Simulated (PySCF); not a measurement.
## NMR problem set

- GIAO PBE0/pcSseg-1 shieldings
- GFN2-xTB geometry
- program: PySCF 2.14.0 with density-fitted response routines
- one averaged value for each set of equivalent atoms, non-relativistic Hamiltonian, a single conformation, isolated molecule

Shifts are taken against calculated references (same method and geometry level): TMS for 1H (σref 31.72), 13C (σref 186.93). Where no couplings were computed, multiplicities follow the n + 1 count of equivalent neighbours, and m marks all less simple cases (inequivalent or close neighbours, rings, F or P nearby). Shifts are as computed. Against solution values, carbons near 30 ppm lie about +3 ppm off and those near 130 ppm about +5 ppm. Of 1211 compounds with measured shifts, 218 miss one by over three times the rms of a fit or turn the order of signals round; such compounds aren't used in these exercises.

Question: C$_{7}$H$_{4}$N$_{2}$. 1H NMR (500 MHz, computed): δ 7.54 (q, 1H), 2.47 (d, 3H). 13C{1H} NMR (computed): δ 175.7 (CH), 116.9 (C), 111.1 (C), 100.5 (C), 78.9 (C), 75.9 (C), 23.3 (CH3). Identify the compound.

Answer: SMILES C/C=C(\C#N)C#CC#N. Rings plus π bonds: 7 (no ring in the answer). 7 carbon signals for 7 carbons: no two carbons are equivalent. Carbon types of the structure: 5 × C, 1 × CH, 1 × CH3, which accounts for all hydrogens. δC 175.7: alkene CH. δC 116.9, 111.1: nitrile carbon; typical of a nitrile. δC 100.5: fully substituted alkene carbon; an sp2 carbon of a C=C bond. δC 78.9, 75.9: alkyne carbon; the triple bond shields along its axis, which puts it between sp3 and sp2 carbons.

This is the structure that produced the data.

Question: C$_{7}$H$_{4}$N$_{2}$. 1H NMR (400 MHz, computed): δ 6.07 (s, 1H), 2.47 (s, 3H). 13C{1H} NMR (computed): δ 124.1, 122.4, 120.5, 120.1, 119.4, 80.8, 6.4. Give a structure.

Answer: `CC#C/C(C#N)=C\C#N`. The formula gives 7 degrees of unsaturation (no ring in the answer). 7 carbon signals for 7 carbons: no two carbons are equivalent. Carbon types of the structure: 5 × C, 1 × CH, 1 × CH3, which accounts for all hydrogens. δC 124.1: alkene CH; an sp2 carbon of a C=C bond. δC 122.4: fully substituted alkene carbon; an sp2 carbon of a C=C bond. δC 120.5, 120.1: nitrile carbon; this is the usual window of a C≡N carbon, which has no attached hydrogen. δC 119.4, 80.8: alkyne carbon.

The data come from this structure; uniqueness wasn't tested.
